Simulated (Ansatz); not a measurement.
Reaction (ligand exchange at a B–O bond): `B[O][Al]([OH])[F]` + `[AlH2][SH]` → `B[S][AlH2]` + `[OH][Al]([OH])[F]`

Computed with Ansatz on PBE0-D4/def2-TZVP structures; ΔE is electronic, products minus reactants. CCSD(T)/CBS is the MP2 limit (def2-TZVPP, def2-QZVPP) plus CCSD(T) − MP2 in def2-TZVPP, frozen cores. This one scheme is used for every species. DFT in def2-TZVPP. B3LYP here is the variant with VWN-RPA as its local correlation; programs differ in this. Each species was taken in one conformer, which may not be the lowest.

```json
{"level": "revPBE-D4", "ΔE (kJ/mol)": "46.9"}
{"level": "ωB97X-V", "ΔE (kJ/mol)": "59.9"}
{"level": "PBE", "ΔE (kJ/mol)": "50.6"}
{"level": "B3LYP", "ΔE (kJ/mol)": "66.2"}
{"level": "r2SCAN0", "ΔE (kJ/mol)": "58.7"}
{"level": "RPA@PBE/def2-TZVPP", "ΔE (kJ/mol)": "59.4"}
{"level": "HF/def2-SVP", "ΔE (kJ/mol)": "91.9"}
{"level": "HF/CBS(def2)", "ΔE (kJ/mol)": "82.0"}
```

Problem. What does CCSD(T)/CBS give? (An estimate is asked.)

Solution. Computed: +55.6 kJ/mol. The listed levels differ from it by -8.7, 4.3, -5.0, 10.6, 3.1, 3.8, 36.3, 26.4 kJ/mol.

Problem. What do rigid-rotor, harmonic-oscillator terms from PBE0-D4/def2-TZVP frequencies (298.15 K, 1 bar) make of the CCSD(T)/CBS value? (An estimate is asked.)

Solution. The calculation gave: ΔZPE = +5.0 kJ/mol, ΔH = +59.6 kJ/mol, ΔS = -17 J/(mol·K), ΔG = +64.5 kJ/mol.

Largest T1 diagnostic among the species: 0.014.

In def2-TZVPP, CCSD(T) changes the Hartree–Fock value by −22.8 kJ/mol (the triples alone add −4.1 kJ/mol) and MP2 by −27.4 kJ/mol. From BLYP to BHLYP (50 % exact exchange), in def2-TZVPP and without D4, ΔE moves by +6.7 kJ/mol.
